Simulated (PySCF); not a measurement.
## How methods differ on the excitation energy of Sr

Sr [Kr] 5s2 (1S) → Sr [Kr] 5p2 (3P), as a difference of total energies. Computed with PySCF 2.14 in dyall-av2z (22s16p11d, 125 functions), with no relativity, point nucleus. Correlated levels: valence: [Kr] frozen; virtual orbitals above 40 to 60 times the deepest correlated orbital energy dropped. The calculations carry no spin-orbit coupling.

| method | excitation energy (eV) |
| --- | --- |
| UHF | 3.684 |
| LDA | 4.231 |
| PBE | 3.919 |
| PBE0 | 3.959 |
| TPSSh | 3.802 |
| BP86 | 4.022 |
| r2SCANh | 3.745 |
| SCS-MP2 (valence) | 4.229 |

Q: Estimate what r2SCAN gives.

A: 3.671 eV, closest to UHF among the rows shown.

Q: Estimate what MP2 (valence) gives.

A: 4.058 eV, closest to BP86 among the rows shown.

These non-relativistic numbers lack the scalar-relativistic shift.

Errors of the correlated levels include the incompleteness of this basis and the frozen core.

For comparison: 4.405 eV (measured; NIST levels, between the centres of gravity of the two terms).
